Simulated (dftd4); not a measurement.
F3Sb (SMILES [F][Sb]([F])[F]), singlet, geometry from GFN2-xTB; D4 for pbe0 (dftd4).

dftd4 was given this input:
```
$ dftd4 mol.xyz --func pbe0 --charge 0 --json dftd4.json --noedisp

# file mol.xyz
4

Sb     0.00179571    -0.00268353     0.40263206
F     -1.26106459    -0.92708194    -0.76113086
F     -0.18179938     1.56028347    -0.74936608
F      1.43268829    -0.61799484    -0.77108473
```

Problem. Write the output that dftd4 gives for this input, abridged.

Solution. 
```
                    ____  _____ _____     ____  _  _
      -------------|  _ \|  ___|_   _|---|  _ \| || |------------
     |             | | | | |_    | | ___ | | | | || |_           |
     |             | |_| |  _|   | ||___|| |_| |__   _|          |
     |             |____/|_|     |_|     |____/   |_|            |
     |             ===================================           |
     |            E. Caldeweyher, S. Ehlert & S. Grimme          |
     |          Mulliken Center for Theoretical Chemistry        |
     |                    University of Bonn                     |
      -----------------------------------------------------------

Rational (Becke-Johnson) damping: pbe0-D4-ATM
---------------------
  s6         1.0000
  s8         1.2007
  s9         1.0000
  a1         0.4009
  a2         5.0293
 alp        16.0000
--------------------

Dispersion energy:      -2.1761236567149E-03 Eh

[Info] JSON dump of results written to 'dftd4.json'
```
